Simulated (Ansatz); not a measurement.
Total energies of BeF2 from Ansatz at r2SCAN-D4/def2-TZVP, gas phase (1 Eh = 27.2114 eV = 2625.5 kJ/mol). The reference geometry is relaxed at PBE-D4/def2-TZVP.

```xyz
3

Be   -0.001    0.001   -0.001
F     0.695    0.123   -1.199
F    -0.693   -0.124    1.199
```

```json
{"state": "charge 0 singlet", "geometry": "reference", "energy (Eh)": "-214.58980"}
{"state": "charge 1 doublet", "geometry": "reference", "energy (Eh)": "-214.06072"}
{"state": "free Be atom (singlet)", "geometry": "–", "energy (Eh)": "-14.64790"}
{"state": "free F atom (doublet)", "geometry": "–", "energy (Eh)": "-99.72763"}
```

Task: Work out the vertical ionisation energy to the doublet.

Result: E(charge 1 doublet) − E(charge 0 singlet) = -214.06072 − (-214.58980) = 0.52908 Eh = 14.40 eV. For comparison, −ε of the highest occupied level is 10.14 eV at this level, 4.26 eV less.

Task: What is the binding energy per atom against free atoms?

Result: Atoms: 1 × (-14.64790) + 2 × (-99.72763) = -214.10316 Eh. Binding: -214.10316 − (-214.58980) = 0.48664 Eh = 13.24 eV, or 4.41 eV for each of 3 atoms (no zero-point energy, no counterpoise term).
